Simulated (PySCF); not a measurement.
A calculated (UHF, PySCF 2.14, cc-pVDZ-DK, scalar relativity by spin-free X2C-1e) atom or ion has these occupied shells.

```
shell  electrons  orbital energy (eV)  rms radius, mean of both spins (bohr)
   1s          2              -1357.0                                  0.151
   2s          2              -122.51                                  0.753
   2p          6              -81.929                                  0.769
```

(1) Name the element and its charge.

## Answers

(1) Mg²⁺ (magnesium, charge +2), in [Ne], closed-shell 1S.
